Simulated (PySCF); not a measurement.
Dipole response of B (boron, neutral)

[He] 2s1 2p2, high-spin 4P determinant (an excited configuration). All numbers are calculated (PySCF 2.14, no relativity, point nucleus, in dyall-av2z (11s7p2d, 42 functions)). Coupled (time-dependent) response in atomic units; α is the mean over directions. A double-zeta set is small for polarisabilities.

```csv
method,mean α (bohr³),"α xx, yy, zz",C₆ (like pair),S(−4)
UHF,16.13,"16.03, 16.18, 16.18",70.66,146.0
PBE,19.88,"18.10, 20.77, 20.77",91.82,273.3
PBE0,18.50,"17.42, 19.05, 19.05",83.90,219.5
LC-wPBE,17.27,"16.95, 17.42, 17.42",76.89,176.7
BHandHLYP,17.65,"16.83, 18.05, 18.05",78.76,193.0
```

S(−4) is the Cauchy moment in α(ω) = α(0) + S(−4) ω² + …

α(iu) at UHF:

```csv
u (hartree),α(iu) (bohr³)
0,16.13
0.0500,15.77
0.100,14.82
0.200,12.07
0.300,9.378
0.500,5.672
0.750,3.331
1.00,2.165
1.50,1.116
2.00,0.6781
3.00,0.3286
5.00,0.1312
```

A single London oscillator, α(iu) = α/(1 + u²/ω²), gives C₆ = (3/4) ω α². Matching the computed C₆ needs ω = 4 × 70.66 / (3 × 16.13²) = 0.362 hartree.

The components differ because the open shell of this determinant is not spherical; for a pure term their mean is the scalar polarisability.
